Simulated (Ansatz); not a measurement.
FeCl₃, relaxed as a doublet with UKS PBE-D4/def2-SVP in Ansatz, starting from the GFN1-xTB geometry. Force threshold 0.02 eV/Å.

The charge 0 doublet is spin-contaminated (final ⟨S²⟩ up to 2.25, 0.75 for a pure state). At PBE-D4/def2-SVP a sextet of charge 0 lies 1.31 eV below the doublet, each at its own geometry. The structure comes from a short search, and lower isomers may exist.

Start:

Cartesian coordinates in Å:
```
Fe 0.001 0.000 0.000
Cl 1.570 0.968 -0.726
Cl 0.232 -1.302 1.477
Cl -1.804 0.334 -0.751
```

```json
{"step": "1", "energy (eV)": "-71919.5497", "largest force component (eV/Å)": "2.350", "SCF passes": "180"}
{"step": "2", "energy (eV)": "-71919.9591", "largest force component (eV/Å)": "0.197", "SCF passes": "100"}
{"step": "3", "energy (eV)": "-71919.9652", "largest force component (eV/Å)": "0.051", "SCF passes": "154"}
{"step": "4", "energy (eV)": "-71919.9666", "largest force component (eV/Å)": "0.016", "SCF passes": "153"}
{"step": "5", "energy (eV)": "-71919.9667", "largest force component (eV/Å)": "0.003", "SCF passes": "160"}
```

Force components are those of the run's own axes.

End:

Cartesian coordinates in Å:
```
Fe -0.030 0.044 0.060
Cl 1.645 0.993 -0.776
Cl 0.292 -1.403 1.561
Cl -1.907 0.365 -0.845
```

By distances, no bond broke or formed. The bond that changes most is Fe1–Cl3, from 1.98 to 2.11 Å (atoms count from 1).

The force fell under the threshold at step 4, but the optimiser went on. No frequencies were taken in this run, so the end may be a saddle point.

Hardware: 4 threads of Intel Xeon Platinum 8559C on a shared host. Wall time 21 s.
